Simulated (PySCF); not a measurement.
ketene (C2H2O), singlet, geometry from GFN2-xTB, with bond 4-1 at 3.0 times its length; PySCF with PBE0/6-31G*.

Input for PySCF:
```python
from pyscf import gto, scf, dft

mol = gto.Mole()
mol.atom = '''
    C    -0.011482    0.021363   -1.191901
    C     0.000930   -0.001730    0.096497
    H     0.002496    0.948264   -1.730061
    H    -0.085459   -2.699719   -2.903877
    O     0.012120   -0.022550    1.258131
'''
mol.basis = '6-31g*'
mol.charge = 0
mol.spin = 0
mol.verbose = 4
mol.build()

mf = dft.RKS(mol)
mf.xc = 'pbe0'
mf.kernel()
mo_i, mo_e, stable_i, stable_e = mf.stability(internal=True, external=True, return_status=True, nroots=6, tol=1e-6)
print('internally stable:', stable_i, ' externally stable:', stable_e)
if not stable_e:
    umf = mf.to_uhf() if not hasattr(mf, 'xc') else mf.to_uks()
    umf.scf_summary = {}
    umf.kernel(umf.make_rdm1(mo_e, umf.mo_occ))
mf.analyze()
```

What the program printed (banner, timings and long lists left out):

```
PySCF version 2.14.0

[INPUT] verbose = 4
[INPUT] num. atoms = 5
[INPUT] num. electrons = 22
[INPUT] charge = 0
[INPUT] spin (= nelec alpha-beta = 2S) = 0
[INPUT] symmetry False subgroup None
[INPUT] Mole.unit = angstrom
[INPUT] Symbol           X                Y                Z      unit          X                Y                Z       unit  Magmom
[...]
nuclear repulsion = 55.6290378492611
number of shells = 22
number of NR pGTOs = 89
number of NR cGTOs = 46
basis = 6-31g*
ecp = {}

******** <class 'pyscf.dft.rks.RKS'> ********
method = RKS
initial guess = minao
damping factor = 0
level_shift factor = 0
DIIS = <class 'pyscf.scf.diis.CDIIS'>
diis_start_cycle = 1
diis_space = 8
diis_damp = 0
SCF conv_tol = 1e-09
SCF conv_tol_grad = None
SCF max_cycles = 50
direct_scf = True
direct_scf_tol = 1e-13
XC library pyscf.dft.libxc version 7.1.2
    S. Lehtola, C. Steigemann, M. J. T. Oliveira, and M. A. L. Marques,  SoftwareX 7, 1–5 (2018)
XC functionals = pbe0
    C. Adamo and V. Barone,  J. Chem. Phys. 110, 6158 (1999)
    M. Ernzerhof and G. E. Scuseria,  J. Chem. Phys. 110, 5029 (1999)
radial grids:
    Treutler-Ahlrichs [JCP 102, 346 (1995); DOI:10.1063/1.469408] (M4) radial grids

becke partition: Becke, JCP 88, 2547 (1988); DOI:10.1063/1.454033
pruning grids: <function nwchem_prune>
grids dens level: 3
symmetrized grids: False
atomic radii adjust function: <function treutler_atomic_radii_adjust>
small_rho_cutoff = 0
Set gradient conv threshold to 3.16228e-05
Initial guess from minao.
tot grids = 61936
init E= -152.592370573852
cycle= 1 E= -151.861537745978  delta_E= 0.731  |g|= 0.723  |ddm|= 2.36
cycle= 2 E= -151.19672593948  delta_E= 0.665  |g|= 1.68  |ddm|= 2.44
cycle= 3 E= -151.788635764689  delta_E= -0.592  |g|= 0.613  |ddm|= 1.36
cycle= 4 E= -151.941680057536  delta_E= -0.153  |g|= 0.374  |ddm|= 1.82
cycle= 5 E= -151.818230996766  delta_E= 0.123  |g|= 0.537  |ddm|= 1.83
cycle= 6 E= -151.967229372482  delta_E= -0.149  |g|= 0.338  |ddm|= 1.83
cycle= 7 E= -151.973141665268  delta_E= -0.00591  |g|= 0.337  |ddm|= 0.0264
cycle= 8 E= -151.816108667522  delta_E= 0.157  |g|= 0.536  |ddm|= 1.81
cycle= 9 E= -151.815873474501  delta_E= 0.000235  |g|= 0.537  |ddm|= 0.00405
cycle= 10 E= -151.840752391745  delta_E= -0.0249  |g|= 0.475  |ddm|= 0.14
cycle= 11 E= -151.895188452173  delta_E= -0.0544  |g|= 0.454  |ddm|= 1.84
cycle= 12 E= -151.905325684686  delta_E= -0.0101  |g|= 0.428  |ddm|= 0.0578
[...]
SCF not converged.
<class 'pyscf.dft.rks.RKS'> wavefunction has an internal instability
<class 'pyscf.dft.rks.RKS'> wavefunction has an real -> complex instability
<class 'pyscf.dft.rks.RKS'> wavefunction has an RHF/RKS -> UHF/UKS instability
internally stable: False  externally stable: False
[...]
cycle= 15 E= -152.015610255168  delta_E= -0.0471  |g|= 0.285  |ddm|= 0.126
cycle= 16 E= -152.168652409365  delta_E= -0.153  |g|= 0.133  |ddm|= 0.426
cycle= 17 E= -152.201313201868  delta_E= -0.0327  |g|= 0.14  |ddm|= 0.526
cycle= 18 E= -152.215646257323  delta_E= -0.0143  |g|= 0.0952  |ddm|= 0.0891
cycle= 19 E= -152.233059746536  delta_E= -0.0174  |g|= 0.0537  |ddm|= 0.195
cycle= 20 E= -152.239122436372  delta_E= -0.00606  |g|= 0.0255  |ddm|= 0.152
cycle= 21 E= -152.239827673377  delta_E= -0.000705  |g|= 0.0149  |ddm|= 0.0519
cycle= 22 E= -152.240002579938  delta_E= -0.000175  |g|= 0.00618  |ddm|= 0.0244
cycle= 23 E= -152.24009822277  delta_E= -9.56e-05  |g|= 0.0035  |ddm|= 0.0205
cycle= 24 E= -152.240150394495  delta_E= -5.22e-05  |g|= 0.00254  |ddm|= 0.0123
cycle= 25 E= -152.240253096562  delta_E= -0.000103  |g|= 0.0021  |ddm|= 0.0293
cycle= 26 E= -152.240366445332  delta_E= -0.000113  |g|= 0.00136  |ddm|= 0.0446
cycle= 27 E= -152.240423431728  delta_E= -5.7e-05  |g|= 0.000734  |ddm|= 0.0386
cycle= 28 E= -152.240439439325  delta_E= -1.6e-05  |g|= 0.000237  |ddm|= 0.0253
cycle= 29 E= -152.24044103217  delta_E= -1.59e-06  |g|= 0.000208  |ddm|= 0.0107
cycle= 30 E= -152.240441041939  delta_E= -9.77e-09  |g|= 0.000111  |ddm|= 0.00131
cycle= 31 E= -152.240441079752  delta_E= -3.78e-08  |g|= 7.75e-05  |ddm|= 0.0015
cycle= 32 E= -152.240441087503  delta_E= -7.75e-09  |g|= 1.7e-05  |ddm|= 0.00028
cycle= 33 E= -152.24044108906  delta_E= -1.56e-09  |g|= 1.22e-05  |ddm|= 0.000289
cycle= 34 E= -152.2404410892  delta_E= -1.4e-10  |g|= 6.03e-06  |ddm|= 3.67e-05
Extra cycle  E= -152.240441089172  delta_E= 2.82e-11  |g|= 1.19e-05  |ddm|= 1.39e-05
converged SCF energy = -152.240441089172  <S^2> = 1.0088349  2S+1 = 2.2439563
**** SCF Summaries ****
Total Energy =                        -151.958766016255311
Nuclear Repulsion Energy =              55.629037849261067
One-electron Energy =                 -320.658670340506660
Two-electron Energy =                  113.070866474990282
Two-electron Coulomb Energy =          133.092771900804252
DFT Exchange-Correlation Energy =      -20.021905425813976
**** MO energy ****
[...]
 ** Mulliken pop on meta-lowdin orthogonal AOs  **
 ** Mulliken pop  **
 ** Mulliken atomic charges  **
charge of    0C =     -0.86214
charge of    1C =      0.23570
charge of    2H =      0.16461
charge of    3H =      0.91644
charge of    4O =     -0.45461
Dipole moment(X, Y, Z, Debye): -0.34595, -10.65778, -11.33249
```

The run did not converge; its last values are not results.
